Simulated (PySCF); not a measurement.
C4H3F3O, SMILES FC1=CCC(F)(F)O1. Atoms are numbered in the order given.

```xyz
11

F      0.6799    -2.4358     0.0000
C      0.0517    -1.2981     0.0000
C     -1.2517    -1.0278     0.0000
C     -1.3745     0.4651     0.0000
C      0.0935     0.9109     0.0000
F      0.4150     1.6396     1.0743
F      0.4150     1.6396    -1.0743
O      0.8884    -0.2351     0.0000
H     -2.0574    -1.7561     0.0000
H     -1.8763     0.8728     0.8912
H     -1.8763     0.8728    -0.8912
```
Charge 0, spin multiplicity 1.

Geometry: PBE0-D3(BJ)/def2-SVP. This is a generated structure with no PubChem entry under its InChIKey; it may be hypothetical. One conformer was computed; it need not be the lowest.

Method: PBE/def2-TZVP in PySCF.

Symmetry labels are those of the subgroup Cs that the program uses (full group Cs).

Computed valence orbital energies around the gap with their symmetry:
```json
[
 {"orbital": "HOMO−7", "symmetry": "A'", "energy (eV)": "-10.68"},
 {"orbital": "HOMO−6", "symmetry": "A\"", "energy (eV)": "-10.60"},
 {"orbital": "HOMO−5", "symmetry": "A'", "energy (eV)": "-9.94"},
 {"orbital": "HOMO−4", "symmetry": "A'", "energy (eV)": "-9.86"},
 {"orbital": "HOMO−3", "symmetry": "A\"", "energy (eV)": "-9.70"},
 {"orbital": "HOMO−2", "symmetry": "A\"", "energy (eV)": "-9.17"},
 {"orbital": "HOMO−1", "symmetry": "A'", "energy (eV)": "-8.83"},
 {"orbital": "HOMO", "symmetry": "A\"", "energy (eV)": "-5.89"},
 {"orbital": "LUMO", "symmetry": "A\"", "energy (eV)": "-0.47"},
 {"orbital": "LUMO+1", "symmetry": "A'", "energy (eV)": "0.60"},
 {"orbital": "LUMO+2", "symmetry": "A'", "energy (eV)": "1.19"},
 {"orbital": "LUMO+3", "symmetry": "A\"", "energy (eV)": "1.43"}
]
```
